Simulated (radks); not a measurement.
Q: In2+, 47 electrons, occupied as [Kr] 4d10 5s1. Method: Dirac Kohn-Sham, PBEsol, spin-unpolarised, spherical densities, finite nucleus; Fermi nuclear charge, rms radius 4.6156 fm; computed with a radial shooting solver on a logarithmic mesh with Libxc functionals. Some entries of the table are withheld. Estimate them.

| orbital | occ. | eigenvalue (Ry) | r(max) (bohr) | <r^2> (bohr^2) |
|---|---|---|---|---|
| 1s1/2 | 2 | -2038.745 | (1) | 0.001195 |
| 2s1/2 | 2 | -306.3233 | 0.1088 | 0.01943 |
| 2p1/2 | 2 | -285.8066 | 0.08385 | 0.01446 |
| 2p3/2 | 4 | -270.3200 | 0.08828 | 0.01577 |
| 3s1/2 | 2 | (2) | (3) | (4) |
| 3p1/2 | 2 | (5) | 0.3022 | 0.1341 |
| 3p3/2 | 4 | (6) | 0.3123 | 0.1428 |
| 3d3/2 | 4 | -33.44196 | 0.2564 | 0.1236 |
| 3d5/2 | 6 | -32.86865 | 0.2594 | 0.1262 |
| 4s1/2 | 2 | -10.10679 | 0.7699 | 0.8148 |
| 4p1/2 | 2 | -7.40014 | 0.7992 | 0.9289 |
| 4p3/2 | 4 | -6.90959 | 0.8242 | 0.9929 |
| 4d3/2 | 4 | -2.72331 | 0.9253 | 1.594 |
| 4d5/2 | 6 | -2.65898 | 0.9354 | 1.637 |
| 5s1/2 | 1 | (7) | 2.038 | 6.118 |

A: 
(1) 1s1/2 r(max) (bohr): 0.01922
(2) 3s1/2 eigenvalue (Ry): -59.18898
(3) 3s1/2 r(max) (bohr): 0.3159
(4) 3s1/2 <r^2> (bohr^2): 0.1391
(5) 3p1/2 eigenvalue (Ry): -50.90614
(6) 3p3/2 eigenvalue (Ry): -48.10897
(7) 5s1/2 eigenvalue (Ry): -1.74040
